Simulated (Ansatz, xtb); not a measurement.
**ClGeH2NZn: which of two structures lies lower**

Structure I: a singlet given by its coordinates. Structure II: a singlet given by its coordinates. Both are gas-phase species (loosely bound parts included), relaxed with B3LYP-D3(BJ)/def2-SVP.

I (Å):

```yaml
atoms:
  - { symbol: Cl, position_ang: [0.4649, 1.7179, -1.4119] }
  - { symbol: Ge, position_ang: [-1.0264, 0.0569, -1.6947] }
  - { symbol: N, position_ang: [-0.5190, -0.8825, -0.2106] }
  - { symbol: Zn, position_ang: [-3.2325, 1.9197, -0.6552] }
  - { symbol: H, position_ang: [0.2048, -0.5744, 0.4348] }
  - { symbol: H, position_ang: [-0.9521, -1.7609, 0.0624] }
```

Close contacts (Å): Cl1–Ge2 2.25, Ge2–N3 1.83, Ge2–Zn4 3.07, N3–H5 1.02, N3–H6 1.02.

II (Å):

```xyz
6

Cl   -1.8228   -2.3441    1.8713
Ge    0.2380   -1.8762    2.9174
N     0.4880   -0.5294    1.7612
Zn   -0.9108   -0.2830    0.4907
H     1.3391    0.0300    1.8292
H    -1.7583    0.2584   -0.6690
```

Close contacts (Å): Cl1–Ge2 2.36, Cl1–Zn4 2.64, Ge2–N3 1.79, Ge2–Zn4 3.12, N3–Zn4 1.91, N3–H5 1.02, Zn4–H6 1.53.

Task: Which of the two would you expect CCSD(T)/def2-SVP + ΔMP2/def2-TZVPP electronic energies to favour?

Result: Structure II; the calculation gives E(II) − E(I) = −4.1 kcal/mol.

The same difference at several levels:

```tsv
level	geometry	E(II) − E(I) (kcal/mol)	departure from the last row (kcal/mol)	job, with rough time for the two
B3LYP-D3(BJ)/def2-SVP	B3LYP-D3(BJ)/def2-SVP	−4.8	−0.6	optimisation, 29 s
HF/def2-SVP	B3LYP-D3(BJ)/def2-SVP	−7.4	−3.2	part of the CCSD(T) run
MP2/def2-SVP	B3LYP-D3(BJ)/def2-SVP	−15.8	−11.7	part of the CCSD(T) run
CCSD(T)/def2-SVP	B3LYP-D3(BJ)/def2-SVP	−11.0	−6.9	single point
CCSD(T)/def2-SVP + ΔMP2/def2-TZVPP	B3LYP-D3(BJ)/def2-SVP	−4.1		single point, 24 s
```

The levels shown agree on the order. The largest departure from CCSD(T)/def2-SVP + ΔMP2/def2-TZVPP is that of MP2/def2-SVP, 11.7 kcal/mol. Levels run at GFN2-xTB geometries aren't shown. The last row adds to CCSD(T) the change of the MP2 difference between the two basis sets, here +6.9 kcal/mol, a large step that makes the value less sure.

With harmonic frequencies from B3LYP-D3(BJ)/def2-SVP (ideal gas, rigid rotor, one conformer each, 298.15 K, 1 atm): on the last row, ΔE + ΔZPE = −6.6 kcal/mol. A mode under 50 cm⁻¹ makes harmonic enthalpies and free energies unreliable, so none is given.

The correlated steps freeze 20 core orbitals; the filled d shell of Ge is correlated; the last core shell of Zn is correlated, in a basis made for valence electrons. Programs: Ansatz 0.2.0; the last row on 2 threads of Intel(R) Xeon(R) 6975P-C (Granite Rapids) on a shared host.
